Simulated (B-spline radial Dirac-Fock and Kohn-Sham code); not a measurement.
V²⁺ 3p3/2: cross section and angular parameters

System: V²⁺, configuration [Ar] 3d3; threshold 66.94 eV (orbital energy of the model). These are calculated numbers from a radial B-spline solver; the model is Dirac-Hartree-Slater photoionisation with a Latter tail; cross sections with all multipoles, angular parameters from the dipole term and its interference with E2.

For linearly polarised light dσ/dΩ = σ/(4π) [1 + β P₂(cos θ) + (δ + γ cos²θ) sin θ cos φ], with θ from the polarisation vector and φ the angle between the beam and the projection of the electron momentum on the plane normal to the polarisation.

```tsv
hν (eV)	σ (kb)	β	γ	δ
100	759	0.507	0.135	0.018
150	735	1.248	0.061	-0.001
184	616	1.419	0.014	-0.002
207	539	1.485	-0.005	-0.001
221	497	1.514	-0.012	-0.001
228	476	1.526	-0.015	-0.001
600	83.5	1.614	0.118	0.008
614	79.3	1.611	0.125	0.008
652	69.4	1.603	0.145	0.009
800	43.1	1.569	0.219	0.011
993	25.5	1.521	0.307	0.015
1000	25.1	1.519	0.310	0.016
1253.6	14.1	1.458	0.409	0.021
1840	4.98	1.329	0.588	0.036
2210	2.95	1.258	0.676	0.046
2590	1.86	1.193	0.752	0.057
2780	1.50	1.163	0.785	0.062
5000	0.240	0.896	1.049	0.123
5414.7	0.185	0.858	1.082	0.134
6730	?	?	?	?
7030	0.0777	0.736	1.179	0.175
8047.8	0.0491	0.675	1.225	0.200
8510	0.0405	0.650	1.244	0.210
9060	0.0326	0.622	1.264	0.223
9810	0.0248	0.587	1.289	0.240
```

Problem. Give the values at 6730 eV.

Solution. σ = 0.0900 kb, β = 0.756, γ = 1.163, δ = 0.167.
